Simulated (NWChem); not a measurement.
Species: C$_{2}$H$_{3}$Cl$_{2}$In; SMILES C=[CH][In]([Cl])[Cl]

```xyz
8

In    -0.1647     0.0181     0.0000
Cl    -0.6822     2.3013     0.0000
Cl     2.1433    -0.4164     0.0000
C     -1.5281    -1.6065     0.0000
C     -1.0762    -2.8641     0.0000
H     -2.6041    -1.4008     0.0000
H     -1.7648    -3.7187     0.0000
H     -0.0078    -3.1078     0.0000
```
Atoms are numbered in this order, from 1.

Program: NWChem. STO-3G and 3-21G are far too small for this property and stand as cheap habits. Coordinates come from a PBE0/def2-SVP (def2 core potentials past Kr) optimisation. Not confirmed as a minimum by frequencies. Field at 589 nm.

Question: What does the run give for B3LYP/STO-3G (all-electron, non-relativistic)? Quantities: isotropic polarisability (bohr³); anisotropy (bohr³).

Answer: 
- isotropic polarisability (bohr³) = 41.5
- anisotropy (bohr³) = 41.3
